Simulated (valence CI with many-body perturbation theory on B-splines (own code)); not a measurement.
Te12+: magnetic and hyperfine properties of the levels

Calculated by configuration interaction combined with many-body perturbation theory (CI+MBPT): four valence electrons over a frozen Dirac-Fock core [Kr], radial functions for each j: 7 s, 7 p, 8 d, 6 f, 4 g, 1 h, with the one-electron correlation potential Σ1 (screened to all orders), the two-electron term Σ2, the three-electron term Σ3, Breit, model QED; selected single and double excitations, second order for the rest, scaled by the run's own slope (own B-spline code, finite nucleus).

No measured spectrum was set against this ion. As an estimate, terms of the open shell hold to 2 to 4 % of their energy, and close levels can change places. Excitations out of the core, of the other parity, are not computed and may begin above about 57.5 eV (a cautious bound); beyond it only levels of the ground parity were kept, without lifetimes.

A/g_I is the dipole constant over the nuclear g factor μ/I (μ in nuclear magnetons, uniformly magnetised nucleus), B/Q the quadrupole constant per barn. Both hold the static response of the core; the bare values leave it out. Large factors of s and p1/2 electrons are usually good to 5 to 10 %; those of open d and f shells near neutrality can be off by tens of per cent, and small factors of p3/2, d and f electrons come from cancelling terms and can be off by a factor of two or in sign, in half-filled shells by more. B is blank for J = 1/2, where it vanishes, and for nearly pure S terms. Energies count from the lowest level. Levels with J = 0 are left out.

Names give the largest LS component (configuration and term), which can be under half, so a name can repeat, a term be missing and a line seem to break the LS rules; names also repeat where a configuration has a term twice. Letters in brackets count levels of one name in rising energy.

```tsv
Level	E (eV)	g	A/g_I (MHz)	A/g_I bare	B/Q (MHz/b)	B/Q bare
4d4 5D_1	0.615	1.498	-316	140	1140	1060
4d4 5D_2	1.246	1.485	271	719	836	778
4d4 5D_3	1.810	1.473	755	1200	-682	-649
4d4 5D_4	2.286	1.445	1200	1610	-3160	-2980
4d4 3H_4	4.164	0.931	2580	2450	1390	1300
4d4 3G_3	5.017	0.882	2730	2560	400	374
4d4 3H_5	5.086	1.068	2210	2230	2250	2100
4d4 3P_1 [a]	5.303	1.400	1270	1630	-206	-202
4d4 3F_2 [a]	5.314	0.772	2780	2490	871	821
4d4 3H_6	5.539	1.131	2170	2260	2150	2010
4d4 3G_4	6.022	1.054	2220	2220	-942	-879
4d4 3P_2 [a]	6.435	1.292	1400	1650	325	297
4d4 3F_4 [a]	6.464	1.118	2000	2070	-40.7	-37.0
4d4 3F_3 [a]	6.729	1.066	2200	2220	142	137
4d4 3D_3	7.114	1.209	1540	1700	620	584
4d4 3G_5	7.343	1.164	1800	1920	-1460	-1370
4d4 3P_2 [b]	7.757	1.200	2240	2400	797	743
4d4 1I_6	7.861	1.034	2290	2270	3320	3120
4d4 3D_1	7.922	0.611	3520	3060	706	660
4d4 1G_4 [a]	8.951	1.063	1930	1940	159	157
4d4 1D_2 [a]	9.446	1.113	2070	2130	477	441
4d4 1F_3	9.883	1.045	2170	2170	3000	2820
4d4 3P_2 [c]	10.894	1.309	1420	1690	1060	1010
4d4 3F_4 [b]	11.385	1.200	1480	1640	1460	1370
4d4 3F_2 [b]	11.708	0.824	3120	2890	2440	2290
4d4 3F_3 [b]	11.888	1.071	2310	2330	3100	2900
4d4 3P_1 [b]	12.077	1.489	-16.6	434	-995	-927
4d4 1G_4 [b]	12.865	1.034	2420	2410	1900	1790
4d4 1D_2 [b]	15.956	0.999	2290	2240	-3800	-3560
4d3 5s 5F_1	82.073	0.050	-9570	-9120	-628	-590
4d3 5s 5F_2	82.493	0.993	10200	9410	-821	-775
4d3 5s 5F_3	83.274	1.241	8830	8330	-785	-746
4d3 5s 5F_4	84.067	1.327	7940	7600	-929	-887
4d3 5s 3F_2 [a]	84.241	0.761	1210	1110	-1300	-1220
4d3 5s 5F_5	84.750	1.353	7750	7460	-998	-956
```

Q: Take the isotope of mass number 125, with I = 1/2, μ = -0.887 μN. What is the hyperfine structure of 4d4 3G_3?

A: From the table A = -4850 MHz. Shifts from the centre of gravity in MHz: F = 5/2: 9700, F = 7/2: -7280.
